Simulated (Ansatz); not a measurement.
The cluster SnPt₄⁻, relaxed as a doublet with UKS PBE-D4/def2-SVPD in Ansatz, starting from the GFN2-xTB geometry. Force threshold 0.02 eV/Å.

In the def2 sets Pt, Sn take a core potential; there is no spin–orbit coupling. The charge -1 doublet is spin-contaminated (final ⟨S²⟩ up to 1.64, 0.75 for a pure state). Another isomer (doublet) lies 0.27 eV lower at PBE0-D4/def2-TZVPD; other spin states weren't run for this one.

Start:

```xyz
5

Pt    0.1037    1.0318   -1.0124
Pt   -1.6455   -0.8262   -1.0113
Pt    1.9540   -0.6366   -0.4602
Pt   -0.3136    1.4715    1.4662
Sn   -0.0987   -1.0405    1.0177
```

```tsv
step	energy (eV)	largest force component (eV/Å)	SCF passes
1	-18832.6259	1.195	127
2	-18832.6949	0.753	62
3	-18832.7677	0.264	53
4	-18832.8979	0.517	55
5	-18833.1363	0.300	42
6 (rejected)	-18832.8950	2.582	49
7	-18833.1607	0.192	37
8	-18833.1641	0.030	30
9	-18833.1642	0.003	33
```

Force components are those of the run's own axes.

End:

```csv
atom,x (Å),y (Å),z (Å)
Pt1,0.3657,0.9597,-1.0866
Pt2,-1.8271,-0.3898,-0.6189
Pt3,2.1847,-0.7043,-0.5211
Pt4,-0.8452,1.3039,1.2077
Sn5,0.1218,-1.1695,1.0189
```

Bonds formed: Pt2–Pt4 (atoms count from 1).

No frequencies were taken in this run, so the end may be a saddle point.

Run time 69 s (4 threads of Arm Neoverse V2 on a shared host).
